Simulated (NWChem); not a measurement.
Excited singlets of HBF2 by symmetry

```xyz
4

B      0.0000     0.0000    -0.4612
H      0.0000     0.0000    -1.6724
F     -1.1351     0.0000     0.2210
F      1.1351     0.0000     0.2210
```
Charge 0, spin multiplicity 1.

The numbers come from NWChem runs, not from measurements. Structure: optimised with PBE/def2-SVP, a minimum by its harmonic frequencies.

Basis set: aug-cc-pVDZ. Symmetry labels belong to the abelian group C2v used in the runs, with the axes of the coordinates shown. Entries are the lowest vertical excitation energy of each symmetry in eV (for CIS and TDDFT among the lowest few roots); a state of one symmetry need not have the same character in every method. Symmetries that some method's roots don't reach, or where a double excitation leads the EOM-CCSD root, are left out.

The correlated methods keep 3 core orbitals frozen. B3LYP has NWChem's definition, with VWN1-RPA local correlation. The structure started from a generated list of species. No row is a measurement; the coupled-cluster row has its own basis-set and correlation limits.

```json
[
 {"method": "CIS", "b2": "9.91", "a1": "11.95", "b1": "12.47", "a2": "12.50"},
 {"method": "TD-PBE", "b2": "7.89", "a1": "9.22", "b1": "9.57", "a2": "8.65"},
 {"method": "TD-B3LYP", "b2": "8.37", "a1": "9.97", "b1": "10.29", "a2": "9.42"},
 {"method": "TD-BHandHLYP", "b2": "8.96", "a1": "10.94", "b1": "11.28", "a2": "10.55"},
 {"method": "EOM-CCSD", "b2": "8.98", "a1": "11.07", "b1": "11.37", "a2": "10.47"}
]
```
